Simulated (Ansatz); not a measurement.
Relaxation of As₃P₅⁻ with UKS PBE-D4/def2-SVP.

```sh
$ ansatz run in.yaml --threads 4 --pin off --events-out ev --progress --plain --max-ram 6963MiB
```

```yaml
crystal:
  periodic: [false, false, false]
  atoms:
    - {symbol: P, position_ang: [-0.016720, -2.271750, 0.877580]}
    - {symbol: P, position_ang: [0.506710, 1.954780, 0.154120]}
    - {symbol: P, position_ang: [-0.783510, 0.631980, 1.420500]}
    - {symbol: P, position_ang: [0.753790, -0.678600, 2.132200]}
    - {symbol: P, position_ang: [-1.611420, -0.970600, 0.135810]}
    - {symbol: As, position_ang: [0.076650, -1.521930, -1.325800]}
    - {symbol: As, position_ang: [1.378350, 0.612050, -1.492560]}
    - {symbol: As, position_ang: [-0.303840, 2.244070, -1.901850]}
basis:
  gaussian: {orbitals: def2-SVP}
total_charge: -1
magnetization: {spin_polarized: true, initial_magnetization: 1}
hamiltonian: {xc: pbe, dispersion: d4}
scf: {lower_state_search: "off"}
output: {orbitals: {seedname: orbitals}}
relax: {f_tol: 0.03, max_steps: 70}
```

It took 2.1 min on 4 threads of Arm Neoverse V2 on a shared host.

Positions (Å) and forces (eV/Å) at steps 1, 2, 3, 4, 5, 6, 7, 10, 11, 12, 13, 14, 15, 16, 17, 18, 19, 20, 21, 22, 23 of 23:

```xyz
8
step=1 energy=-228888.0274 eV
P    -0.017   -2.272    0.878    0.620   -1.473    0.511
P     0.507    1.955    0.154    0.524    0.919    0.809
P    -0.784    0.632    1.421   -0.523    0.505    0.362
P     0.754   -0.679    2.132    0.916   -0.029    0.950
P    -1.611   -0.971    0.136   -1.764    0.288   -0.694
As    0.077   -1.522   -1.326    0.263    0.045   -0.737
As    1.378    0.612   -1.493    0.781   -0.635   -0.372
As   -0.304    2.244   -1.902   -0.817    0.380   -0.830
8
step=2 energy=-228888.2784 eV
P    -0.025   -2.308    0.905    0.299   -0.588    0.143
P     0.534    2.026    0.149    0.062    0.197    0.109
P    -0.754    0.614    1.405   -0.116    0.226    0.379
P     0.777   -0.721    2.221    0.024    0.061    0.029
P    -1.682   -0.991    0.110   -0.365    0.349   -0.269
As    0.076   -1.509   -1.333    0.223    0.058   -0.187
As    1.420    0.631   -1.515   -0.020   -0.227   -0.131
As   -0.346    2.258   -1.942   -0.107   -0.076   -0.073
8
step=3 energy=-228888.3225 eV
P    -0.016   -2.337    0.894    0.052   -0.035    0.031
P     0.544    2.047    0.158    0.022    0.012   -0.133
P    -0.759    0.651    1.442    0.045   -0.107    0.056
P     0.763   -0.729    2.226   -0.043   -0.024   -0.028
P    -1.668   -0.943    0.086   -0.046    0.099   -0.145
As    0.099   -1.521   -1.354   -0.002    0.126    0.165
As    1.416    0.613   -1.518   -0.032    0.040   -0.024
As   -0.380    2.221   -1.935    0.004   -0.112    0.078
8
step=4 energy=-228888.3367 eV
P    -0.050   -2.358    0.909   -0.054    0.085   -0.034
P     0.569    2.053    0.138   -0.095    0.030    0.084
P    -0.738    0.642    1.442    0.197    0.055    0.033
P     0.752   -0.766    2.231   -0.048    0.044    0.086
P    -1.669   -0.891    0.047    0.106   -0.041   -0.102
As    0.148   -1.495   -1.300   -0.083   -0.101   -0.112
As    1.427    0.642   -1.553   -0.014    0.004    0.022
As   -0.438    2.172   -1.913   -0.008   -0.076    0.022
8
step=5 energy=-228888.3471 eV
P    -0.056   -2.341    0.903   -0.048    0.021    0.013
P     0.577    2.066    0.142   -0.132   -0.044    0.093
P    -0.721    0.645    1.443    0.167    0.075   -0.023
P     0.750   -0.770    2.247   -0.054   -0.004    0.004
P    -1.657   -0.858    0.014    0.075   -0.024   -0.037
As    0.153   -1.507   -1.315   -0.026   -0.007   -0.005
As    1.425    0.636   -1.541    0.045   -0.016   -0.042
As   -0.470    2.130   -1.892   -0.027   -0.002   -0.004
8
step=6 energy=-228888.3524 eV
P    -0.078   -2.342    0.910   -0.002    0.027    0.016
P     0.582    2.072    0.137   -0.110   -0.028    0.112
P    -0.697    0.647    1.440    0.106    0.102   -0.057
P     0.740   -0.788    2.260   -0.016   -0.047    0.016
P    -1.639   -0.827   -0.013    0.009   -0.017   -0.023
As    0.175   -1.510   -1.308   -0.017   -0.011   -0.002
As    1.425    0.645   -1.552    0.021   -0.003   -0.058
As   -0.508    2.104   -1.876    0.009   -0.022   -0.004
8
step=7 energy=-228888.3578 eV
P    -0.102   -2.341    0.919    0.031    0.013    0.007
P     0.590    2.079    0.137   -0.018   -0.016    0.036
P    -0.659    0.657    1.427    0.002    0.046   -0.028
P     0.718   -0.815    2.285    0.014   -0.045    0.017
P    -1.616   -0.785   -0.048   -0.016    0.014   -0.027
As    0.203   -1.511   -1.300   -0.014   -0.030    0.023
As    1.424    0.657   -1.574   -0.001    0.013   -0.017
As   -0.558    2.059   -1.846    0.000    0.005   -0.011
8
step=10 energy=-228888.3604 eV
P    -0.119   -2.337    0.938    0.038   -0.036    0.022
P     0.626    2.081    0.142   -0.001   -0.017   -0.051
P    -0.620    0.670    1.398   -0.012   -0.022    0.008
P     0.683   -0.846    2.321   -0.013    0.014   -0.008
P    -1.588   -0.711   -0.124    0.020    0.038   -0.030
As    0.247   -1.523   -1.281   -0.020    0.021    0.007
As    1.414    0.672   -1.615   -0.040   -0.002    0.027
As   -0.643    1.994   -1.780    0.028    0.003    0.025
8
step=11 energy=-228888.3626 eV
P    -0.120   -2.336    0.968    0.199   -0.250    0.148
P     0.691    2.080    0.154   -0.070   -0.042   -0.264
P    -0.577    0.686    1.350   -0.116   -0.053    0.074
P     0.632   -0.872    2.362   -0.060    0.027   -0.092
P    -1.551   -0.587   -0.249    0.055    0.177   -0.081
As    0.298   -1.547   -1.257   -0.136    0.155    0.023
As    1.396    0.683   -1.661   -0.105    0.036    0.067
As   -0.769    1.893   -1.668    0.232   -0.051    0.125
8
step=12 energy=-228888.3971 eV
P    -0.071   -2.387    1.000    0.550   -0.365    0.153
P     0.742    2.071    0.155   -0.037    0.036   -0.534
P    -0.558    0.714    1.324   -0.295   -0.180    0.238
P     0.572   -0.901    2.384   -0.160    0.076   -0.165
P    -1.529   -0.428   -0.358   -0.036    0.102   -0.056
As    0.320   -1.541   -1.222   -0.419    0.077    0.078
As    1.399    0.693   -1.706   -0.229    0.141    0.207
As   -0.875    1.779   -1.577    0.627    0.112    0.078
8
step=13 energy=-228888.5810 eV
P     0.090   -2.492    1.027    0.549    0.112   -0.273
P     0.766    2.079    0.131    0.004   -0.216   -0.096
P    -0.597    0.731    1.331   -0.232    0.003    0.079
P     0.515   -0.905    2.381   -0.111    0.022   -0.178
P    -1.560   -0.320   -0.411   -0.239    0.091    0.158
As    0.257   -1.540   -1.198   -0.324   -0.207    0.301
As    1.393    0.674   -1.700    0.000    0.124    0.152
As   -0.864    1.774   -1.562    0.352    0.070   -0.143
8
step=14 energy=-228888.7677 eV
P     0.283   -2.514    0.996    0.350    0.283   -0.529
P     0.780    2.017    0.140    0.101   -0.015    0.154
P    -0.674    0.754    1.353    0.018   -0.049   -0.010
P     0.474   -0.882    2.353   -0.080    0.072    0.018
P    -1.631   -0.246   -0.406   -0.204    0.081    0.001
As    0.167   -1.535   -1.179   -0.176   -0.300    0.364
As    1.414    0.643   -1.679    0.000   -0.134    0.206
As   -0.813    1.762   -1.579   -0.008    0.061   -0.204
8
step=15 energy=-228888.9075 eV
P     0.460   -2.487    0.931    0.199    0.244   -0.171
P     0.802    2.004    0.166   -0.055   -0.243    0.082
P    -0.705    0.757    1.346   -0.009   -0.033    0.104
P     0.443   -0.859    2.349   -0.130    0.007   -0.189
P    -1.696   -0.184   -0.433   -0.173    0.104    0.166
As    0.073   -1.574   -1.156    0.058    0.030    0.168
As    1.408    0.583   -1.611    0.120   -0.164    0.000
As   -0.784    1.761   -1.592   -0.009    0.056   -0.160
8
step=16 energy=-228888.9750 eV
P     0.635   -2.406    0.882    0.157   -0.086   -0.231
P     0.818    1.918    0.189    0.047   -0.019   -0.058
P    -0.743    0.765    1.384    0.073    0.109   -0.168
P     0.346   -0.856    2.324    0.104   -0.050    0.467
P    -1.749   -0.118   -0.400   -0.168   -0.147   -0.158
As    0.029   -1.564   -1.149   -0.097    0.199    0.022
As    1.424    0.527   -1.628   -0.085   -0.158    0.267
As   -0.760    1.734   -1.601   -0.031    0.152   -0.140
8
step=17 energy=-228888.9854 eV
P     0.808   -2.338    0.822   -0.128    0.319    0.299
P     0.821    1.856    0.194   -0.081    0.098    0.048
P    -0.757    0.735    1.390    0.096    0.226    0.051
P     0.310   -0.867    2.390    0.026   -0.312   -0.447
P    -1.843   -0.064   -0.412    0.378   -0.088   -0.139
As   -0.053   -1.540   -1.132    0.001    0.137   -0.100
As    1.433    0.476   -1.597   -0.165   -0.292    0.110
As   -0.720    1.743   -1.655   -0.127   -0.087    0.178
8
step=18 energy=-228888.9778 eV rejected
P     0.717   -2.364    0.801    0.101    0.127    0.215
P     0.780    1.912    0.185   -0.095    0.022   -0.031
P    -0.743    0.756    1.413   -0.034    0.043   -0.089
P     0.385   -0.852    2.334   -0.071   -0.211   -0.186
P    -1.838   -0.086   -0.388    0.302    0.045   -0.086
As   -0.062   -1.504   -1.165    0.065    0.045    0.070
As    1.501    0.465   -1.502   -0.459   -0.164   -0.078
As   -0.741    1.673   -1.677    0.191    0.092    0.184
8
step=19 energy=-228889.0168 eV
P     0.782   -2.322    0.824    0.054   -0.066    0.043
P     0.825    1.878    0.196   -0.009    0.059    0.028
P    -0.740    0.781    1.388   -0.057   -0.229    0.022
P     0.305   -0.876    2.347   -0.013    0.064    0.008
P    -1.800   -0.092   -0.418   -0.067    0.025    0.118
As   -0.044   -1.535   -1.157   -0.028    0.007    0.048
As    1.417    0.447   -1.562    0.117   -0.050   -0.101
As   -0.745    1.718   -1.618    0.002    0.188   -0.167
8
step=20 energy=-228889.0216 eV
P     0.796   -2.331    0.832    0.006    0.005   -0.015
P     0.808    1.880    0.188    0.021   -0.006    0.065
P    -0.750    0.754    1.392    0.070    0.080    0.022
P     0.313   -0.881    2.352   -0.022    0.011    0.010
P    -1.804   -0.082   -0.413   -0.034    0.080   -0.070
As   -0.051   -1.530   -1.141    0.020   -0.048   -0.073
As    1.422    0.438   -1.569   -0.022    0.046    0.016
As   -0.733    1.752   -1.642   -0.040   -0.168    0.045
8
step=21 energy=-228889.0241 eV
P     0.801   -2.329    0.831   -0.022    0.051   -0.058
P     0.814    1.878    0.194   -0.027    0.014   -0.014
P    -0.743    0.762    1.396    0.002    0.004   -0.010
P     0.304   -0.882    2.352    0.004   -0.021   -0.006
P    -1.810   -0.074   -0.412    0.019   -0.025    0.000
As   -0.050   -1.525   -1.152   -0.015   -0.058    0.073
As    1.423    0.441   -1.567    0.019   -0.001    0.002
As   -0.739    1.728   -1.643    0.020    0.036    0.014
8
step=22 energy=-228889.0247 eV
P     0.805   -2.322    0.824    0.012   -0.025    0.014
P     0.811    1.881    0.194    0.011   -0.015    0.002
P    -0.743    0.762    1.395   -0.010   -0.004    0.005
P     0.304   -0.884    2.350   -0.005    0.017    0.010
P    -1.809   -0.074   -0.414   -0.004    0.002    0.003
As   -0.056   -1.534   -1.147    0.003    0.037   -0.021
As    1.423    0.438   -1.562    0.005   -0.007   -0.009
As   -0.735    1.733   -1.641   -0.013   -0.005   -0.004
8
step=23 energy=-228889.0249 eV
P     0.806   -2.322    0.826   -0.002    0.007    0.004
P     0.813    1.877    0.194   -0.004    0.004   -0.001
P    -0.745    0.762    1.396    0.003    0.001   -0.001
P     0.302   -0.883    2.352    0.003   -0.007   -0.003
P    -1.810   -0.075   -0.413    0.002   -0.001   -0.002
As   -0.054   -1.530   -1.148   -0.008   -0.007    0.000
As    1.423    0.438   -1.566    0.001    0.004    0.002
As   -0.736    1.733   -1.641    0.004   -0.001    0.001
```

The highest occupied level of the charge -1 doublet lies above zero (up to 0.13 eV). By energy differences its removal costs 2.45 eV (vertical, to the charge 0 singlet, at PBE0-D4/def2-TZVPD). The relaxation made no stability test and no search for a lower SCF solution. Another isomer (doublet) lies 0.07 eV lower at PBE0-D4/def2-TZVPD.
